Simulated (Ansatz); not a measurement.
The same redistribution along the group B, Al, Ga, In.

Isolated molecules relaxed with PBE0-D4/def2-TZVP in Ansatz; ΔE leaves out vibrations. CBS: MP2 limit from def2 TZ/QZ plus the TZ coupled-cluster correction, frozen cores. This one scheme is used for every species. DFT in def2-TZVPP. Elements past krypton have def2 core potentials. For Ga, In, K outer-core shells are correlated without core-valence functions, which leaves a few kJ/mol of doubt a bond. Scalar relativity is left out up to krypton. Each species was taken in one conformer, which may not be the lowest.

```csv
reaction,revPBE-D4 (eV),CCSD(T)/CBS(def2) (eV)
`FB(F)F` + `[SH][K]` → `FB(F)S` + `[F][K]`,0.50,0.72
`[F][Al]([F])[F]` + `[SH][K]` → `[F][Al]([F])[SH]` + `[F][K]`,0.37,0.56
`[F][Ga]([F])[F]` + `[SH][K]` → `[F][Ga]([F])[SH]` + `[F][K]`,-0.47,-0.39
`[F][In]([F])[F]` + `[SH][K]` → `[F][In]([F])[SH]` + `[F][K]`,-0.72,-0.69
```

Largest T1 diagnostic: 0.018, for `[F][In]([F])[F]`.
